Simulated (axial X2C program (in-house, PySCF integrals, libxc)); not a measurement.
Results of a calculation; reference values are marked as such.
# AsN⁺: input and output

Program: an axial X2C code built on PySCF integrals.

Input file and command:
```json
{"zs": [33, 7], "q": 1, "bas": ["dyall-cv3z", "dyall-av3z"], "levels": ["PBE0", "HF", "PBE"], "cc": true, "r0": 1.74, "thr": -2.0, "nmax": 90, "npts": 10, "nst": 2, "ntry": 6}
```
```bash
python so2c.py task.json out
```

Keys: zs atomic numbers; q charge; bas basis sets; levels methods; cc coupled cluster on or off; r0 starting distance in Å; thr threshold in hartree for freezing inner shells (an s shell follows its p shell); nmax most natural virtual spinors; npts points on the curve; nst determinants followed; ntry starts of the search. HF also brings MP2.

Output of the HF step, with spin–orbit coupling, at R = 1.691 Å for the state Ω = 3/2. It starts from PBE0 orbitals of this distance.

```
two-component X2C + atomic mean field  HF
basis functions 160  fitting functions 879  grid points 5072
iter        total energy     max residual
   1      -2312.396853960     2.93e-01
   2      -2312.424264603     1.40e-02
   3      -2312.428216095     1.35e-02
   4      -2312.430640620     1.34e-02
   5      -2312.433645179     1.30e-02
   6      -2312.441461351     8.32e-03
   7      -2312.444308382     8.92e-04
   8      -2312.444220319     1.78e-03
   9      -2312.444328961     2.90e-04
  10      -2312.444330242     2.08e-04
  11      -2312.444331011     1.40e-04
  12      -2312.444331478     8.99e-05
  13      -2312.444331814     4.89e-05
  14      -2312.444331910     2.20e-05
  15      -2312.444331938     6.03e-06
  16      -2312.444331941     3.02e-06
  17      -2312.444331942     1.24e-06
converged
one-electron -3349.04403177  Coulomb 1054.16593713  exact exchange -89.04728867  xc functional 0.00000000  nuclear repulsion 72.28854862  atomic mean-field constant -0.80749725
correlated 9  virtual 233  natural virtual 90  E(MP2) -0.225837078  MP2 remainder -0.006457924
iter   CCSD correlation   residual
   1     -0.237646272   1.35e-01
   2     -0.248791924   8.15e-02
   3     -0.256094674   5.88e-02
   4     -0.263441385   4.15e-02
   5     -0.265793153   1.66e-02
   6     -0.266465892   6.32e-03
   7     -0.266693759   2.85e-03
   8     -0.266634022   1.44e-03
   9     -0.266655936   6.95e-04
  10     -0.266634102   3.12e-04
  11     -0.266639969   1.52e-04
  12     -0.266642678   5.89e-05
  13     -0.266644679   2.62e-05
  14     -0.266645680   1.13e-05
  15     -0.266646058   5.61e-06
  16     -0.266646268   2.76e-06
  17     -0.266646307   1.56e-06
  18     -0.266646325   9.41e-07
(T) -0.015011407  T1 0.1280  D1 0.3044  max T2 0.143
```
Energies are in hartree; totals compare only within one Hamiltonian and basis. T1 is large, a sign of multireference character or of a spin-contaminated reference. T1 in the output is the amplitude norm over the root of the electron number; divide by √2 for the Lee–Taylor value. The determinant is spin-polarised beyond a pure state at some levels (its spin-free form has ⟨S²⟩ too high), which makes Re and μ there less reliable.
